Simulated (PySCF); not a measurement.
**Bond curve of RbH**

Set-up: Rb def2-TZVPP with ECP28, H def2-TZVPP; scalar-relativistic core potentials (PySCF 2.14). Energies in eV from Rb + H in their ground configurations at the same level. State: ¹Σ⁺ (singlet), closed shell.

Curves on a restricted Hartree–Fock reference rise too fast on stretching and do not dissociate correctly.

All columns are RHF. A positive dipole means Rb(−)H(+).

```json
{"R (Å)": "2.079", "E (eV)": "-0.382", "μ (D)": "-8.09", "Mulliken charge on Rb (basis-dependent)": "0.55", "HOMO (eV)": "-6.44", "LUMO (eV)": "0.01", "Mayer bond order": "0.69", "⟨S²⟩": "0.00"}
{"R (Å)": "2.176", "E (eV)": "-0.556", "μ (D)": "-8.47", "Mulliken charge on Rb (basis-dependent)": "0.54", "HOMO (eV)": "-6.42", "LUMO (eV)": "-0.03", "Mayer bond order": "0.70", "⟨S²⟩": "0.00"}
{"R (Å)": "2.273", "E (eV)": "-0.667", "μ (D)": "-8.84", "Mulliken charge on Rb (basis-dependent)": "0.53", "HOMO (eV)": "-6.37", "LUMO (eV)": "-0.07", "Mayer bond order": "0.71", "⟨S²⟩": "0.00"}
{"R (Å)": "2.345", "E (eV)": "-0.716", "μ (D)": "-9.12", "Mulliken charge on Rb (basis-dependent)": "0.52", "HOMO (eV)": "-6.33", "LUMO (eV)": "-0.10", "Mayer bond order": "0.72", "⟨S²⟩": "0.00"}
{"R (Å)": "2.418", "E (eV)": "-0.743", "μ (D)": "-9.40", "Mulliken charge on Rb (basis-dependent)": "0.51", "HOMO (eV)": "-6.28", "LUMO (eV)": "-0.13", "Mayer bond order": "0.73", "⟨S²⟩": "0.00"}
{"R (Å)": "2.490", "E (eV)": "-0.750", "μ (D)": "-9.67", "Mulliken charge on Rb (basis-dependent)": "0.51", "HOMO (eV)": "-6.23", "LUMO (eV)": "-0.16", "Mayer bond order": "0.74", "⟨S²⟩": "0.00"}
{"R (Å)": "2.587", "E (eV)": "-0.736", "μ (D)": "-10.04", "Mulliken charge on Rb (basis-dependent)": "0.50", "HOMO (eV)": "-6.16", "LUMO (eV)": "-0.20", "Mayer bond order": "0.75", "⟨S²⟩": "0.00"}
{"R (Å)": "2.708", "E (eV)": "-0.689", "μ (D)": "-10.51", "Mulliken charge on Rb (basis-dependent)": "0.49", "HOMO (eV)": "-6.06", "LUMO (eV)": "-0.25", "Mayer bond order": "0.76", "⟨S²⟩": "0.00"}
{"R (Å)": "2.853", "E (eV)": "-0.601", "μ (D)": "-11.07", "Mulliken charge on Rb (basis-dependent)": "0.48", "HOMO (eV)": "-5.94", "LUMO (eV)": "-0.31", "Mayer bond order": "0.76", "⟨S²⟩": "0.00"}
{"R (Å)": "3.047", "E (eV)": "-0.452", "μ (D)": "-11.83", "Mulliken charge on Rb (basis-dependent)": "0.48", "HOMO (eV)": "-5.77", "LUMO (eV)": "-0.38", "Mayer bond order": "0.77", "⟨S²⟩": "0.00"}
```

A fit through these points gives, at Re = 2.486 Å, μ = -9.66 D and dμ/dR = -3.82 D/Å; the reduced mass is 0.996 u.

Q: How strong is the fundamental in the double-harmonic approximation, I = 42.26·(dμ/dR)²/μred km/mol?

A: I = 42.26·(-3.82)²/0.996 = 619 km/mol at RHF.

Where the molecule has an RHF reference, its open-shell atoms are computed with UHF. Hartree–Fock leaves out correlation, which carries a large part of most bond energies and some tenths to 1 eV of ionisation energies.
